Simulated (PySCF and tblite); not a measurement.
Results of a calculation; reference values are marked as such.
C5H5NO2, numbered as in [CH3:1][O:2][C:3](=[O:4])/[CH:5]=[CH:6]/[C:7]#[N:8].

First level. Level: PBE0-D3(BJ)/def2-SVP (IEF-PCM, tetrahydrofuran)//GFN2-xTB, thermal terms from GFN2-xTB, symmetry numbers and mirror pairs counted. Conformers within 2.5 kcal/mol (GFN2-xTB free energy) were kept, 5 at most. GIAO shieldings: WP04/pcSseg-1 (IEF-PCM, tetrahydrofuran). Shifts are against TMS (¹H), TMS (¹³C) at the same level. Run with PySCF (density fitting) and tblite.

It gives, at 298.15 K, with 2 conformers (largest weight 73 %): ¹H: 6.80 (H5, 1H), 6.60 (H6, 1H), 4.10 (H1, 3H) ppm. ¹³C: 175.8 (C3), 151.8 (C5), 121.5 (C7), 120.2 (C6), 58.8 (C1) ppm.

Second level: GFN2-xTB geometries, energies OPBE-D3(BJ)/6-31+G* (IEF-PCM, acetonitrile), shieldings KT2/pcSseg-1 (IEF-PCM, acetonitrile), SCF tolerance 1e-06, on up to 5 of the same conformers.

**Question.** How do the averaged shifts change?

**Answer.** 
```
signal  first  second  change (ppm)
    H1   4.10    4.19          0.09
    H5   6.80    6.79         -0.01
    H6   6.60    6.56         -0.04
    C1   58.8    55.8          -3.0
    C3  175.8   164.3         -11.5
    C5  151.8   142.0          -9.8
    C6  120.2   110.2         -10.0
    C7  121.5   116.9          -4.6
```

The largest weight becomes 73 %.

The minima are those of GFN2-xTB; planar forms about aryl–S or allylic bonds may be saddles in DFT. Shifts are unscaled: against experiment ¹³C can be off by 15 ppm or more and ¹H by 0.8 ppm.


Conformer gaps in def2-SVP on xTB geometries can be 2 kcal/mol too large for S=O, P=O and other polar bonds.